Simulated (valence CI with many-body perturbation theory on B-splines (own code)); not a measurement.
The numbers below are computed, except where a source is named.
**V16+: what the settings do**

Method: configuration interaction combined with many-body perturbation theory (CI+MBPT): five valence electrons over a frozen Dirac-Fock core [He], radial functions for each j: 6 s, 6 p, 5 d, 3 f, 1 g, with the one-electron correlation potential Σ1, the two-electron term Σ2, the three-electron term Σ3, Breit, model QED; selected CI, second order for the rest, scaled by the run's own slope (own B-spline code, finite nucleus).

No measured spectrum was set against this ion. As an estimate, levels of excited configurations hold to 0.05 to 0.15 % of their energy, terms of the ground configuration to about 0.5 %. Among the levels kept, up to 2400 cm⁻¹ of a level comes from second order outside the variational space, and about a tenth of that is noise between levels of different J, which matters for small intervals.

The reference run has the lowest level 2s²2p³ ⁴S°_3/2 and an ionisation energy of 1164.53 eV. Its largest variational space holds 12401 state functions.

Changed runs:
A. QED terms on → off
B. selection threshold (hartree) 2e-08 → 2e-07
C. size limit of the variational space 10000 → 1500
D. highest l in the core sums 6 → 1 (bad on purpose)

Excitation energies of the reference run in cm⁻¹, and shifts in cm⁻¹:

```
                 Level  Reference        A       B        C      D
        2s²2p³ ²D°_3/2     121507      +30       0      -40    +51
        2s²2p³ ²D°_5/2     140823      -53       0      -20   +103
        2s²2p³ ²P°_1/2     212143     +7.1       0      -54   -265
        2s²2p³ ²P°_3/2     241187     -118       0      -52   -212
          2s2p⁴ ⁴P_5/2     627785    +2110       0     +7.4   +827
          2s2p⁴ ⁴P_3/2     666406    +2014       0      -10   +812
          2s2p⁴ ⁴P_1/2     681829    +1989       0      +31   +797
          2s2p⁴ ²D_3/2     867807    +2078       0      -91   +883
          2s2p⁴ ²D_5/2     873775    +2044       0      -67   +880
          2s2p⁴ ²S_1/2    1001100    +2096       0      -33   +393
          2s2p⁴ ²P_3/2    1039960    +2120       0     -157   +825
          2s2p⁴ ²P_1/2    1094510    +1968       0      -42   +710
Ionisation energy (eV)    1164.53  -0.0027  +5e-05  +0.0076  -0.11
```
